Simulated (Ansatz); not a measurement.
`C[S][Sn][SH]` + CH₃OH → `C[O][Sn][S]C` + H₂S  (ligand exchange at the Sn–S bond)

Calculated with Ansatz (gas phase, PBE0-D4/def2-TZVP geometries, no zero-point term in ΔE). CCSD(T)/CBS adds triple-zeta CCSD(T) − MP2 to the extrapolated MP2 energy (def2 sets, frozen cores). This one scheme is used for every species. Functionals use def2-TZVPP. Elements past krypton have def2 core potentials. For Sn outer-core shells are correlated without core-valence functions, which leaves a few kJ/mol of doubt a bond. One conformer a species, not always the lowest.

| level | ΔE (kcal/mol) | difference from CCSD(T)/CBS |
| --- | --- | --- |
| PBE-D4 | 13.2 | 0.9 |
| r2SCAN-D4 | 12.9 | 0.6 |
| PBE0-D4 | 14.6 | 2.3 |
| ωB97X-V | 11.3 | -1.0 |
| ωB97M-V | 12.2 | -0.1 |
| PBE | 13.6 | 1.3 |
| CCSD/def2-TZVPP | 12.0 | -0.3 |
| MP2/def2-QZVPP | 12.9 | 0.6 |
| SCS-MP2/def2-QZVPP | 11.9 | -0.4 |
| CCSD/CBS(def2) | 12.5 | 0.2 |
| CCSD(T)/CBS | 12.3 | 0 |

Largest T1 diagnostic among the species: 0.016.

From PBE to PBE0 (25 % exact exchange), in def2-TZVPP and without D4, ΔE moves by +1.4 kcal/mol. In def2-TZVPP, CCSD(T) changes the Hartree–Fock value by −1.8 kcal/mol (the triples alone add −0.1 kcal/mol) and MP2 by −0.9 kcal/mol.
